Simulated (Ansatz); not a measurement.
Si24AsH34⁻. The state is a singlet with charge -1. Geometry r2SCAN-D4/def2-SVP; atoms count from 1.

```xyz
59

Si   -0.492   -2.230    2.253
Si   -5.413   -1.032    0.336
Si    2.803   -2.471    0.297
Si   -1.974   -1.709   -1.194
Si    2.507    0.105    2.807
Si   -2.341    0.972    1.428
Si    5.915   -0.408    1.145
Si    4.119    0.004   -2.157
Si    3.818    2.647    0.415
Si   -0.365    1.027   -3.701
Si   -0.685    3.608   -1.148
Si   -3.756    1.516   -2.031
Si    1.030   -3.711    1.238
Si    0.710   -1.001    3.863
Si    4.039   -1.516    2.057
Si   -3.994   -2.699   -0.520
Si   -4.361    0.022    2.156
As   -0.832   -0.622    0.560
Si   -5.796    0.574   -1.339
Si    2.174   -0.485   -0.916
Si   -2.283   -0.106   -2.892
Si    1.981    1.200    0.724
Si   -2.634    2.589   -0.261
Si    5.368    1.160   -0.537
Si    0.961    2.228   -2.149
H    -1.702   -2.919    2.816
H    -6.716   -1.641    0.776
H     3.649   -3.430   -0.497
H    -1.030   -2.784   -1.646
H     3.140    1.008    3.830
H    -1.626    1.563    2.607
H     6.864   -1.427    0.577
H     6.659    0.294    2.247
H     4.841   -1.257   -2.544
H     3.915    0.804   -3.406
H     4.340    3.138    1.738
H     3.568    3.851   -0.442
H     0.440   -0.040   -4.399
H    -0.989    1.821   -4.823
H    -0.112    4.394    0.004
H    -1.325    4.651   -2.032
H    -4.046    2.527   -3.106
H     1.522   -4.690    2.268
H     0.325   -4.518    0.186
H     1.187   -1.935    4.941
H    -0.203   -0.012    4.529
H     4.512   -2.484    3.106
H    -3.738   -3.737    0.533
H    -4.674   -3.388   -1.670
H    -4.095   -0.982    3.241
H    -5.284    1.061    2.728
H    -6.503   -0.081   -2.492
H    -6.721    1.628   -0.800
H     1.032   -0.869   -1.798
H    -2.991   -0.834   -4.007
H     0.705    1.945    0.946
H    -3.563    3.623    0.323
H     6.643    1.786   -1.032
H     1.478    3.272   -3.137
```

Single mean-field runs in def2-TZVP are fitted with def2-universal-jkfit.

(1) Estimate the Mulliken populations of the heavy atoms from the PBE0/def2-TZVP orbitals of Ansatz.

(2) And the Mayer bond orders between heavy atoms (over 0.3)?

Results:

(1) 
```
atom  charge (e)
 Si1        0.01
 Si2        0.00
 Si3       -0.02
 Si4        0.01
 Si5       -0.02
 Si6        0.01
 Si7       -0.02
 Si8       -0.01
 Si9       -0.01
Si10       -0.03
Si11       -0.03
Si12        0.00
Si13       -0.02
Si14       -0.02
Si15        0.00
Si16       -0.01
Si17       -0.01
As18       -0.10
Si19       -0.01
Si20        0.08
Si21        0.04
Si22        0.08
Si23        0.04
Si24        0.01
Si25       -0.21
```
Mulliken values depend strongly on the basis.

(2) Si1–Si13 0.95 (2.35 Å); Si1–Si14 0.95 (2.35 Å); Si1–As18 1.00 (2.36 Å); Si2–Si16 0.96 (2.35 Å); Si2–Si17 0.95 (2.35 Å); Si2–Si19 0.95 (2.35 Å); Si3–Si13 0.94 (2.36 Å); Si3–Si15 0.94 (2.35 Å); Si3–Si20 0.86 (2.41 Å); Si4–Si16 0.93 (2.35 Å); Si4–As18 0.99 (2.36 Å); Si4–Si21 0.93 (2.36 Å); Si5–Si14 0.94 (2.36 Å); Si5–Si15 0.94 (2.35 Å); Si5–Si22 0.86 (2.41 Å); Si6–Si17 0.93 (2.35 Å); Si6–As18 0.99 (2.36 Å); Si6–Si23 0.93 (2.36 Å); Si7–Si15 0.95 (2.36 Å); Si7–Si24 0.95 (2.36 Å); Si8–Si20 0.91 (2.36 Å); Si8–Si24 0.96 (2.35 Å); Si9–Si22 0.91 (2.36 Å); Si9–Si24 0.96 (2.35 Å); Si10–Si21 0.94 (2.37 Å); Si10–Si25 0.96 (2.37 Å); Si11–Si23 0.94 (2.37 Å); Si11–Si25 0.96 (2.37 Å); Si12–Si19 0.94 (2.35 Å); Si12–Si21 0.93 (2.35 Å); Si12–Si23 0.93 (2.35 Å); Si20–Si22 0.91 (2.36 Å).
